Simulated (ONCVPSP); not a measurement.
Cutoff test, europium, ONCV

ONCVPSP 4.0.1 input, shortened (lines: element, Z, core and valence counts, functional; n l f; lmax; l rc ep ncon nbas qcut; lloc lpopt rc5 dvloc0; l nproj debl; icmod fcfact rcfact), PBE, fully relativistic:

```
  Eu 63.00   10    4        4      upf
    1    0    2.00
    2    0    2.00
    2    1    6.00
    3    0    2.00
    3    1    6.00
    3    2   10.00
    4    0    2.00
    4    1    6.00
    4    2   10.00
    4    3    6.00
    5    0    2.00
    5    1    6.00
    5    2    1.00
    6    0    2.00
    2
    0    2.45    0.00    3    6    5.60
    1    2.45    0.00    4    9    7.10
    2    3.10    0.00    4    9    4.00
    4    3    2.15    1.00
    0    4    2.50
    1    2    0.40
    2    1    1.00
    1    0.20    0.00
```

Open shells are filled in proportion to 2j + 1.

In the p channel the program set the typed energies aside and used -0.934, 0.250 Ha (j = l + 1/2; the other j can differ).

**Question.** For each optimised wave give the share of its norm inside rc, the residual kinetic energy above qcut (Ha) and the cutoffs (Ha) for errors of 10, 1, 0.1 and 0.01 mHa per electron.

**Answer.**

```json
{"wave": "5s", "norm inside rc": "0.979", "residual KE": "2.4e-07", "10 mHa": "6.2", "1 mHa": "9.4", "0.1 mHa": "11.6", "0.01 mHa": "13.4"}
{"wave": "6s", "norm inside rc": "0.100", "residual KE": "1.4e-07", "10 mHa": "2.6", "1 mHa": "8.3", "0.1 mHa": "10.9", "0.01 mHa": "12.9"}
{"wave": "s projector 3", "norm inside rc": "0.152", "residual KE": "1.7e-05", "10 mHa": "8.7", "1 mHa": "12.1", "0.1 mHa": "14.2", "0.01 mHa": "17.7"}
{"wave": "s projector 4", "norm inside rc": "0.125", "residual KE": "2.6e-04", "10 mHa": "11.1", "1 mHa": "13.7", "0.1 mHa": "21.9", "0.01 mHa": "33.9"}
{"wave": "5p j=3/2", "norm inside rc": "0.918", "residual KE": "2.1e-09", "10 mHa": "4.9", "1 mHa": "10.6", "0.1 mHa": "14.8", "0.01 mHa": "17.7"}
{"wave": "p projector 2 j=3/2", "norm inside rc": "0.151", "residual KE": "5.7e-09", "10 mHa": "4.5", "1 mHa": "10.8", "0.1 mHa": "15.2", "0.01 mHa": "18.4"}
{"wave": "5p j=1/2", "norm inside rc": "0.943", "residual KE": "1.8e-09", "10 mHa": "5.5", "1 mHa": "7.3", "0.1 mHa": "13.5", "0.01 mHa": "16.9"}
{"wave": "p projector 2 j=1/2", "norm inside rc": "0.163", "residual KE": "6.2e-09", "10 mHa": "5.0", "1 mHa": "7.5", "0.1 mHa": "14.6", "0.01 mHa": "18.1"}
{"wave": "5d j=5/2", "norm inside rc": "0.647", "residual KE": "2.9e-05", "10 mHa": "4.7", "1 mHa": "6.2", "0.1 mHa": "7.3", "0.01 mHa": "14.0"}
{"wave": "5d j=3/2", "norm inside rc": "0.675", "residual KE": "3.6e-05", "10 mHa": "4.8", "1 mHa": "6.3", "0.1 mHa": "7.5", "0.01 mHa": "16.7"}
```

The occupied waves need 11 Ha and 15 Ha for 1 and 0.1 mHa. 1 of 4 tests not solved or not reliable.
